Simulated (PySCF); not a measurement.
CuF3, singlet: computed properties

Method: PySCF, PBE0, basis Cu def2-TZVP, F def2-TZVP (no relativity, density fitting).

The structure is a saddle point with 1 imaginary mode.

```json
{
  "Point group": "C2v",
  "Bond lengths": "Cu–F 1.694 Å (×2), Cu–F 1.725 Å",
  "Bond angles": "F–Cu–F 91.9°, F–Cu–F 134.1° (×2)",
  "Dipole moment": "0.40 D",
  "Lowest empty level": "-7.64 eV",
  "Zero-point energy (real modes)": "15.1 kJ/mol",
  "Principal polarisabilities": "14.2, 29.6, 42.2 bohr³",
  "Principal quadrupole moments (Buckingham, traceless) about the centre of mass": "-7.07, 0.89, 6.19 D Å",
  "Rotational constants": "0.2995, 0.156, 0.1026 cm⁻¹",
  "Atomisation energy without zero-point energy": "783 kJ/mol",
  "Highest occupied level": "-11.37 eV"
}
```

Harmonic modes (masses in u: Cu 62.930, F 18.998):
| symmetry | ω (cm⁻¹) | IR (km/mol) | μ (u) | type |
| --- | --- | --- | --- | --- |
| b2 | 216i | – | 23.12 | bend |
| b1 | 214 | 32.6 | 28.26 | bend |
| a1 | 266 | 0.3 | 20.42 | bend |
| a1 | 612 | 3.3 | 19.03 | stretch |
| b2 | 674 | 39.1 | 22.37 | stretch |
| a1 | 758 | 91.5 | 25.69 | stretch |

In C2v the vibrations span 2b2 + b1 + 3a1. Here b1 is antisymmetric to the molecular plane and b2 lies in it.

Charges (e):
| atom | Mulliken | Löwdin | polar tensor | Mayer order to Cu1 |
| --- | --- | --- | --- | --- |
| Cu1 | 1.09 | 0.53 | 1.30 | – |
| F2 | -0.43 | -0.23 | -0.54 | 0.82 |
| F3,4 | -0.33 | -0.15 | -0.38 | 0.84 |

Mulliken populations on Cu1: s 6.38, p 12.34, d 9.19, f 0.00.

Other isomers or separated fragments may lie lower. At this level a singlet minimum of C2v symmetry lies 28 kJ/mol below this structure.

The final relaxation and frequency run took 43 s on 4 threads of a shared Arm Neoverse V1 host, with 138 basis functions and 14 gradients; the process peaked at 1.4 GiB.
